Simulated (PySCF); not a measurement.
Some computed properties have been withheld. Give your best values.

Species: C2H7BS2.
SMILES: `S(BSC)C`

Conformer (atom-mapped SMILES and torsion angles): `[CH3:1][S:2][BH:3][S:4][CH3:5]`: C1–S2–B3–S4 0°, S2–B3–S4–C5 179°.

```json
{"property": "rotational constants A, B, C", "level": "PBE0-D3(BJ)/def2-SVP", "value": "7.993, 1.549, 1.320 GHz"}
{"property": "dipole moment", "level": "CAM-B3LYP/def2-SVPD", "value": "1.45 D"}
{"property": "HOMO energy", "level": "CAM-B3LYP/def2-SVPD", "value": "-8.16 eV"}
{"property": "LUMO energy", "level": "CAM-B3LYP/def2-SVPD", "value": "?"}
{"property": "lowest singlet excitation", "level": "TDDFT CAM-B3LYP/def2-SVPD", "value": "?"}
{"property": "lowest triplet excitation (Tamm–Dancoff)", "level": "TDA CAM-B3LYP/def2-SVPD", "value": "4.39 eV"}
{"property": "static isotropic polarisability", "level": "CAM-B3LYP/def2-SVPD", "value": "83.6 au"}
{"property": "vertical ionisation energy", "level": "ΔSCF CAM-B3LYP/def2-SVPD", "value": "?"}
{"property": "electronic spatial extent ⟨r²⟩ about the centre of nuclear charge", "level": "CAM-B3LYP/def2-SVPD", "value": "897 bohr²"}
{"property": "13C chemical shifts (computed TMS as zero) by class", "level": "GIAO PBE0/pcSseg-1", "value": "17.5 (2 C) ppm"}
{"property": "1H chemical shifts (computed TMS as zero) by class", "level": "GIAO PBE0/pcSseg-1", "value": "6.80 (1 H), 2.18 (6 H) ppm"}
{"property": "isotropic shieldings of nuclei other than C and H, by class", "level": "GIAO PBE0/pcSseg-1", "value": "39 (1 B), 481 (2 S) ppm"}
```

The electronic properties come from PySCF, for the isolated species, density fitting. One conformer (not necessarily the lowest) at the PBE0-D3(BJ)/def2-SVP geometry, without solvent or vibrations. NMR classes are plain means over equivalent atoms (diastereotopic ones count apart unless rotation or inversion swaps them), as if these changed places fast; in this geometry the members of some classes differ.

Task: Give the vertical ionisation energy.

Result: 8.93 eV.

Task: The lowest singlet excitation?

Result: 5.51 eV (225 nm, f = 0.247).

Task: Give the LUMO energy.

Result: 0.37 eV.

The polarisability is 12.39 Å³ as a volume (1 au = 0.148185 Å³), or 1.49 au for each of the 56 electrons. With B = h/(8π²I), that is 505.379 GHz u Å² over I, the principal moments of inertia are 63.2, 326.2 and 382.9 u Å² (most abundant isotopes); the inertial defect Ic − Ia − Ib is -6.5 u Å² (zero for a rigid planar frame, negative otherwise). The vertical singlet–triplet gap S1 − T1 is 1.12 eV (TDDFT singlet less Tamm–Dancoff triplet; S1: HOMO→LUMO, weight 0.96; T1: HOMO→LUMO, weight 0.98). The rotational constants make it an asymmetric top with κ = (2B − A − C)/(A − C) = -0.93, nearer the prolate limit (−1). The 10 singlets span 5.51 to 7.53 eV, and their oscillator strengths add up to 0.39.
